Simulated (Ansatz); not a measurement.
One change: `CC(C)[O][Al]([CH3])[F]` becomes `COC(C)C`.

Ansatz, PBE0-D4/def2-TZVP geometries, multiplicity 1. Each molecule was computed in one conformer, which needn't be the lowest.

```json
{"property": "LUMO energy (ωB97M-V/def2-TZVPP) / eV", "`CC(C)[O][Al]([CH3])[F]`": "1.31"}
{"property": "HOMO energy (PBE0/def2-TZVPP) / eV", "`CC(C)[O][Al]([CH3])[F]`": "-8.08"}
{"property": "HOMO energy (B3LYP/def2-TZVPP) / eV", "`CC(C)[O][Al]([CH3])[F]`": "-7.87"}
{"property": "LUMO energy (PBE/def2-TZVPP) / eV", "`CC(C)[O][Al]([CH3])[F]`": "-0.94"}
{"property": "HOMO–LUMO gap (PBE0/def2-TZVPP) / eV", "`CC(C)[O][Al]([CH3])[F]`": "7.96"}
{"property": "LUMO energy (PBE0/def2-TZVPP) / eV", "`CC(C)[O][Al]([CH3])[F]`": "-0.12"}
```

Task: Give the same properties after the change, and the shifts. (An estimate is asked.)

Result: Computed: 
```tsv
property	`COC(C)C`	shift
LUMO energy (ωB97M-V/def2-TZVPP) / eV	2.74	1.43
HOMO energy (PBE0/def2-TZVPP) / eV	-7.30	0.78
HOMO energy (B3LYP/def2-TZVPP) / eV	-7.08	0.79
LUMO energy (PBE/def2-TZVPP) / eV	0.47	1.41
HOMO–LUMO gap (PBE0/def2-TZVPP) / eV	8.58	0.62
LUMO energy (PBE0/def2-TZVPP) / eV	1.28	1.40
```

With PBE0 the HOMO rises by 0.78 eV and the LUMO rises by 1.40 eV, so the gap widens by about 0.62 eV. PBE moves the HOMO by 0.87 eV and ωB97M-V by 0.77 eV.

B3LYP here is the variant with VWN-RPA as its local correlation; programs differ in this.
